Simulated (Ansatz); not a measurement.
The same path of CH5BF2Si (10 atoms, charge 0, multiplicity 1) was run twice with different band settings. The coordinate that changes most is the dihedral B2–C4–Si5–H8.

Level of theory: RKS r2SCAN-D4/def2-SVP (Ansatz).

Relaxed end points:

```xyz
10
Properties=species:S:1:pos:R:3
F 1.496 -1.611 -1.107
B 0.251 -1.353 -0.724
F -0.465 -2.397 -0.321
C -0.317 0.088 -0.701
Si 0.025 0.936 0.959
H -1.410 0.085 -0.843
H 0.150 0.710 -1.482
H -0.600 0.156 2.069
H -0.543 2.317 0.956
H 1.496 1.016 1.198
```

```xyz
10
Properties=species:S:1:pos:R:3
F 1.495 -0.393 -1.907
B 0.643 -0.948 -1.053
F 0.918 -2.192 -0.679
C -0.574 -0.172 -0.489
Si -0.110 0.792 1.075
H -1.391 -0.860 -0.215
H -0.947 0.564 -1.221
H -1.304 1.517 1.604
H 0.961 1.785 0.764
H 0.392 -0.144 2.123
```

Common settings: spring 5.0 eV/Å²; optimiser quadratic models (default); start path IDPP; force threshold 0.05 eV/Å; iteration limit 60; end points relaxed.

| run | movable images | climbing image |
| --- | --- | --- |
| 1 | 5 | yes |
| 2 | 8 | no |

(1) What does each run give, and how far can it be trusted?

Answers

(1) Run 1: converged after 5 iterations, highest image 0.065 eV above the first end. A vibrational analysis at the climbing image gives one clearly imaginary mode, 136i cm⁻¹: a first-order saddle point.
Run 2: converged after 5 iterations, highest image 0.064 eV above the first end. No image climbed, so the highest image needn't sit at the top of the path.
